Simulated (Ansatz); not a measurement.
`N[SiH]([SiH3])[SiH3]` and `N[SiH]([SiH3])Br` differ in one atom or group.

Ansatz, PBE0-D4/def2-TZVP geometries, multiplicity 1. Each molecule was computed in one conformer, which needn't be the lowest.

Scalar relativity is left out up to krypton. Spin–orbit coupling is left out; it splits and shifts lone-pair levels of the heavy atoms by tenths of an eV.

| property | `N[SiH]([SiH3])[SiH3]` |
| --- | --- |
| LUMO energy (B3LYP/def2-TZVPP) / eV | -0.69 |
| ideal-gas entropy at 298 K and 1 bar (rigid rotor, harmonic PBE0-D4/def2-TZVP) / J/(mol·K) | 389 |
| zero-point energy (PBE0-D4/def2-TZVP) / kJ/mol | 221.5 |
| HOMO–LUMO gap (B3LYP/def2-TZVPP) / eV | 6.48 |
| HOMO–LUMO gap (ωB97M-V/def2-TZVPP) / eV | 10.81 |
| HOMO–LUMO gap (PBE0/def2-TZVPP) / eV | 6.85 |

(1) What does the change do to each property? (Best estimate.)

Results:

(1) Computed: 
```json
{"property": "LUMO energy (B3LYP/def2-TZVPP) / eV", "`N[SiH]([SiH3])Br`": "-0.48", "shift": "0.21"}
{"property": "ideal-gas entropy at 298 K and 1 bar (rigid rotor, harmonic PBE0-D4/def2-TZVP) / J/(mol·K)", "`N[SiH]([SiH3])Br`": "368", "shift": "-21"}
{"property": "zero-point energy (PBE0-D4/def2-TZVP) / kJ/mol", "`N[SiH]([SiH3])Br`": "161.1", "shift": "-60.4"}
{"property": "HOMO–LUMO gap (B3LYP/def2-TZVPP) / eV", "`N[SiH]([SiH3])Br`": "7.04", "shift": "0.56"}
{"property": "HOMO–LUMO gap (ωB97M-V/def2-TZVPP) / eV", "`N[SiH]([SiH3])Br`": "11.21", "shift": "0.40"}
{"property": "HOMO–LUMO gap (PBE0/def2-TZVPP) / eV", "`N[SiH]([SiH3])Br`": "7.45", "shift": "0.60"}
```

With PBE0 the HOMO falls by 0.36 eV and the LUMO rises by 0.24 eV, so the gap widens by about 0.60 eV. PBE moves the HOMO by -0.46 eV and ωB97M-V by -0.18 eV. The zero-point energy changes by -60.4 kJ/mol with -9 modes.

B3LYP here is the variant with VWN-RPA as its local correlation; programs differ in this.
